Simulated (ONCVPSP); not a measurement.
## Potentials for magnesium (Mg) compared

Generated with ld1.x 7.5 (TM, RRKJ, ultrasoft, PAW), atompaw 4.2 or ONCVPSP 4.0.1. The cutoff is in Ry: for ld1.x and atompaw files where the sum of valence levels is converged to 10 mRy in a Bessel basis, for ONCV files where the hardest occupied wave has 1 mHa per electron of residual kinetic energy. The error is the largest all-electron minus pseudo excitation energy over each file’s own four to seven test configurations (ionisations up to +4, promotions, holes and added fractions of an electron), all of which were solved. The labels leave out finer settings (local radius, basis sizes, second energies), which also bear on the numbers. Spin-polarised tests are not counted. The rows are a selection from randomly drawn settings: files with unsolved tests, undetermined cutoffs or missed reference levels are left out.

| potential | cutoff (Ry) | largest error (meV) | bound ghosts |
| --- | --- | --- | --- |
| ONCV, PBE, scalar-relativistic, rc 1.15/0.95/1.10 (spd), local smoothed, core correction yes, reference 2s2 2p6 3s2, qcut 9.9/14.4/8.2, projectors 2/2/2 | 162 | -180 | none |
| ONCV, PBE, scalar-relativistic, rc 1.40/1.00 (sp), local smoothed, core correction yes, reference 2s2 2p6 3s1, qcut 10/11.2, projectors 2/1 | 112 | -454 | none |
| ONCV, PBE, scalar-relativistic, rc 1.10/0.75/1.10 (spd), local smoothed, core correction yes, reference 2s2 2p6 3s1, qcut 13.5/14.6/8.3, projectors 2/1/2 | 199 | -123 | none |
| ONCV, LDA (Perdew-Zunger), scalar-relativistic, rc 1.40/1.15/1.40 (spd), local smoothed, core correction yes, reference 2s2 2p6 3s1.75 3p0.25, qcut 8.2/12.1/6.5, projectors 2/2/2 | 114 | -1.7 | none |
| ONCV, LDA (Perdew-Wang 92), scalar-relativistic, rc 2.45/0.95/2.10 (spd), local smoothed, core correction yes, reference 2p6 3s1, qcut 2.5/16.2/5.4, projectors 2/2/2 | 181 | -297 | none |
| ONCV, LDA (Perdew-Zunger), non-relativistic, rc 1.10/0.95 (sp), local smoothed, core correction yes, reference 2s2 2p6 3s2, qcut 10.2/14.8, projectors 3/2 | 160 | -0.7 | none |

(1) Fill in the row for Mg: ONCV, PBE, non-relativistic, rc 1.00/0.60 (sp), local smoothed, core correction yes, reference 2s2 2p6, qcut 15.8/14.8, projectors 3/2.

## Answers

(1) cutoff 667 Ry, largest error -0.3 meV, bound ghosts: none.
